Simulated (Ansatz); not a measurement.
Total energies of the cluster Au₂F₂⁻ (the lowest doublet isomer of a short search) from Ansatz at r2SCAN-D4/def2-TZVPD, gas phase (1 Eh = 27.2114 eV = 2625.5 kJ/mol). The reference geometry is relaxed at r2SCAN-D4/def2-TZVPD.

```xyz
4

Au    0.383    1.052    0.545
Au   -0.384   -1.051   -0.546
F     0.772    2.362    2.024
F    -0.770   -2.363   -2.024
```

```csv
state,geometry,energy (Eh)
charge -1 doublet,reference,-471.40643
charge 0 singlet,reference,-471.23534
charge -1 quartet,relaxed at r2SCAN-D4/def2-TZVPD,-471.30456
```

In the def2 sets Au takes a core potential; there is no spin–orbit coupling.

(1) Work out the vertical ionisation energy to the singlet.

(2) Which of the charge -1 states is lowest, and how far above it are the others?

(1) E(charge 0 singlet) − E(charge -1 doublet) = -471.23534 − (-471.40643) = 0.17109 Eh = 4.66 eV. For comparison, −ε of the highest occupied level of the spin that leaves is 1.89 eV at this level, 2.77 eV less.

(2) The doublet. quartet: -471.30456 − (-471.40643) = 0.10187 Eh = 267.5 kJ/mol.

The structure comes from a short search, and lower isomers may exist.
